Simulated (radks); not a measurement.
Problem. The mean radii <r> (bohr) of the occupied orbitals of an atom or ion are listed with their occupations. Method: scalar-relativistic Kohn-Sham, BLYP, spin-unpolarised, spherical densities, finite nucleus; Fermi nuclear charge, rms radius of each element as measured or else 0.836 A^(1/3) + 0.57 fm; computed with a radial shooting solver on a logarithmic mesh with Libxc functionals.

orbital  occ.      <r>
1s          2  0.03517
2s          2   0.1537
2p          6   0.1339
3s          2   0.4290
3p          6   0.4307
3d         10   0.4152
4s          2    1.096
4p          6    1.211
4d          3    1.618

Name the element and its charge.

Solution. Z = 42, molybdenum, charge +3: Mo3+ in [Kr] 4d3. The 1s radius gives Z: for a bare nucleus <r> = (2 gamma + 1)/(2Z) with gamma = sqrt(1 - (Z/c)^2), 0.03457 bohr for Z = 42, and screening makes it slightly larger (0.03517 here). The occupations add up to 39, and the charge is Z minus that.
